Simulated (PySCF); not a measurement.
**Polarisability and C₆ of Si³⁺ (silicon, charge +3)**

[Ne] 3s1, 2S determinant. Calculation: PySCF 2.14, in dyall-av3z; no relativity, point nucleus. Coupled (time-dependent) response in atomic units; α is the mean over directions.

| method | mean α (bohr³) | C₆ (like pair) | S(−4) |
| --- | --- | --- | --- |
| UHF | 7.924 | 15.47 | 76.53 |
| PBE | 7.078 | 13.00 | 62.16 |
| PBE0 | 7.331 | 13.71 | 66.44 |
| M06 | 6.989 | 12.51 | 62.79 |
| PW91 | 7.043 | 12.89 | 61.72 |

S(−4) is the Cauchy moment in α(ω) = α(0) + S(−4) ω² + …

α(iu) at PBE:

```json
{"u (hartree)": "0", "α(iu) (bohr³)": "7.078"}
{"u (hartree)": "0.0500", "α(iu) (bohr³)": "6.926"}
{"u (hartree)": "0.100", "α(iu) (bohr³)": "6.508"}
{"u (hartree)": "0.200", "α(iu) (bohr³)": "5.248"}
{"u (hartree)": "0.300", "α(iu) (bohr³)": "3.983"}
{"u (hartree)": "0.500", "α(iu) (bohr³)": "2.282"}
{"u (hartree)": "0.750", "α(iu) (bohr³)": "1.283"}
{"u (hartree)": "1.00", "α(iu) (bohr³)": "0.8228"}
{"u (hartree)": "1.50", "α(iu) (bohr³)": "0.4377"}
{"u (hartree)": "2.00", "α(iu) (bohr³)": "0.2846"}
{"u (hartree)": "3.00", "α(iu) (bohr³)": "0.1605"}
{"u (hartree)": "5.00", "α(iu) (bohr³)": "0.07931"}
```

A single London oscillator, α(iu) = α/(1 + u²/ω²), gives C₆ = (3/4) ω α². Matching the computed C₆ needs ω = 4 × 13.00 / (3 × 7.078²) = 0.346 hartree.

For an ion, C₆ is the dispersion term alone; charge-induced terms of lower order in 1/R come first.
